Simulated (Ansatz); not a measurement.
Gas-phase electronic energies from Ansatz, PBE0-D4/def2-TZVP geometries. CCSD(T)/CBS is the MP2 limit (def2-TZVPP, def2-QZVPP) plus CCSD(T) − MP2 in def2-TZVPP, frozen cores. This one scheme is used for every species. Functionals use def2-TZVPP. HSE06 is defined as in plane-wave codes. For Ge outer-core shells are correlated without core-valence functions, which leaves a few kJ/mol of doubt a bond. Scalar relativity is left out up to krypton.

Consider the formal exchange of groups at the Si–Ge bond: `[CH3][GeH]([SiH3])[Cl]` + `ClCCl` → `[SiH3]C(Cl)Cl` + `[CH3][GeH2][Cl]`.

`[CH3][GeH]([SiH3])[Cl]`:

Z-matrix (Å, degrees):
```
C
Ge 1 1.947
H 1 1.090 2 109.9
H 1 1.090 2 109.6 3 -119.9
H 1 1.092 2 110.0 3 120.1
Si 2 2.383 1 114.7 3 -54.8
Cl 2 2.177 1 106.5 3 61.6
H 2 1.541 1 111.0 3 175.6
H 6 1.488 2 109.7 1 -64.1
H 6 1.486 2 109.0 1 55.3
H 6 1.484 2 109.8 1 175.7
```

`ClCCl`:

Z-matrix (Å, degrees):
```
C
Cl 1 1.762
Cl 1 1.762 2 112.9
H 1 1.086 2 108.1 3 119.6
H 1 1.086 2 108.1 3 -119.6
```

`[SiH3]C(Cl)Cl`:

Z-matrix (Å, degrees):
```
Si
C 1 1.897
H 1 1.484 2 108.3
H 1 1.484 2 108.3 3 119.6
H 1 1.480 2 107.7 3 -120.2
Cl 2 1.776 1 109.4 3 -178.5
Cl 2 1.776 1 109.4 3 59.0
H 2 1.088 1 113.4 3 -59.7
```

`[CH3][GeH2][Cl]`:

Z-matrix (Å, degrees):
```
C
Ge 1 1.940
H 1 1.090 2 109.8
H 1 1.090 2 109.8 3 120.0
H 1 1.092 2 109.9 3 -120.0
Cl 2 2.165 1 107.5 3 -59.9
H 2 1.536 1 112.8 3 56.8
H 2 1.536 1 112.8 3 -176.6
```

```csv
level,ΔE (kJ/mol),difference from CCSD(T)/CBS
revPBE-D4,34.0,7.4
BHLYP-D4,28.7,2.1
ωB97X-V,27.3,0.7
ωB97M-V,24.5,-2.1
PBE-QIDH,29.4,2.8
PBE,36.7,10.1
BLYP,33.3,6.7
r2SCANh,30.5,3.9
HSE06,35.4,8.8
BHLYP,28.8,2.2
LC-ωPBE,30.0,3.4
MP2/def2-SVP,18.1,-8.5
CCSD/def2-SVP,21.7,-4.9
CCSD(T)/def2-SVP,21.1,-5.5
SCS-MP2/def2-TZVPP,22.7,-3.9
HF/def2-QZVPP,25.3,-1.3
CCSD(T)/CBS,26.6,0
```

Largest T1 diagnostic among the species: 0.010.

Leaving LDA and LC-ωPBE aside and taking each functional with its dispersion term where it has one, the values, not all of them listed here, spread over 11.5 kJ/mol, from ωB97M-V to PBE-D4. LDA lies −7.0 kJ/mol from PBE without D4. From BLYP to BHLYP (50 % exact exchange), in def2-TZVPP and without D4, ΔE moves by −4.5 kJ/mol. At CCSD(T), def2-SVP lies −5.5 kJ/mol from the extrapolated value and def2-TZVPP +0.5 kJ/mol.
